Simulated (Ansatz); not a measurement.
System: BICl, charge 0, doublet. BICl (SMILES Cl[B]I, doublet).
B3LYP-D3(BJ)/def2-TZVP minimum from Ansatz (an electronic-structure program):
```
B
Cl 1 1.7190
I 1 2.1145 2 126.96
```
Charge 0, spin multiplicity 2.

Atomisation energy term by term, kcal/mol (programs: Ansatz). Open shells are spin-unrestricted; no spin-orbit coupling. Cores are frozen in correlated methods (noble-gas shells, and filled d and f shells in the p block). Past Kr the def2 sets carry scalar-relativistic core potentials. CBS(X,Y): correlation extrapolated as X^-3, Hartree-Fock from the larger set. A bracket is a step between two methods taken in the basis named. For partners of very few electrons the exact lower level stands in for a higher one. Spin-orbit terms, left out, reach several kcal/mol for Br and I, and more for heavier atoms.

```json
[
 {"term": "Hartree-Fock", "basis": "def2-QZVPP", "kcal/mol": "126.01"},
 {"term": "CCSD correlation", "basis": "CBS(def2-TZVPP,def2-QZVPP)", "kcal/mol": "38.32"},
 {"term": "(T)", "basis": "CBS(def2-TZVPP,def2-QZVPP)", "kcal/mol": "6.83"},
 {"term": "CCSDT(Q) - CCSD(T)", "basis": "def2-SVP", "kcal/mol": "0.51"},
 {"term": "sum: De", "basis": "", "kcal/mol": "171.7"}
]
```
